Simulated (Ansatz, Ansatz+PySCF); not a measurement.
```
atom    x (Å)    y (Å)    z (Å)
  Ge   0.0000   0.0000   0.0000
   H   0.8165   0.8165   0.8165
   H   0.8165  -0.8165  -0.8165
   H  -0.8165   0.8165  -0.8165
   H  -0.8165  -0.8165   0.8165
```

RHF on singlet GeH₄ was run in several spherical basis sets with Ansatz (development build ahead of 0.2.0).

Question: Rank the basis sets by the total energy that they give, lowest first, with the distance from the lowest.
A. 6-31G(d)
B. def2-TZVP
C. def2-SVP
D. cc-pVDZ
E. cc-pVTZ

Answer: E (0.00 eV), B (1.10 eV), D (2.05 eV), C (8.29 eV), A (9.29 eV).

Totals follow the description of the cores as much as that of the bonds, so this order isn't one of quality for chemistry.
